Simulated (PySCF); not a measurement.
Ligand exchange on a metal centre used in film growth or etching (Ta F-NH2). Gas-phase values, no solvent. One relaxed conformer stands for each flexible species; it need not be the lowest.

Method: PBE-D3(BJ)/def2-TZVP // PBE-D3(BJ)/def2-SVP (PySCF). 

```json
[
 {"species": "0 of 5 F replaced by NH2 ([Ta(F)5])", "LUMO (eV)": "…", "coordination number": "5"},
 {"species": "1 of 5 F replaced by NH2 ([Ta(F)4(NH2)])", "LUMO (eV)": "-3.32", "coordination number": "5"},
 {"species": "2 of 5 F replaced by NH2", "LUMO (eV)": "-2.44", "coordination number": "5"},
 {"species": "3 of 5 F replaced by NH2", "LUMO (eV)": "-2.32", "coordination number": "5"},
 {"species": "4 of 5 F replaced by NH2", "LUMO (eV)": "-1.47", "coordination number": "5"},
 {"species": "5 of 5 F replaced by NH2 ([Ta(NH2)5])", "LUMO (eV)": "…", "coordination number": "…"}
]
```

What belongs in the gaps?


- 0 of 5 F replaced by NH2 ([Ta(F)5]), LUMO (eV): -3.53
- 5 of 5 F replaced by NH2 ([Ta(NH2)5]), LUMO (eV): -1.19
- 5 of 5 F replaced by NH2 ([Ta(NH2)5]), coordination number: 5
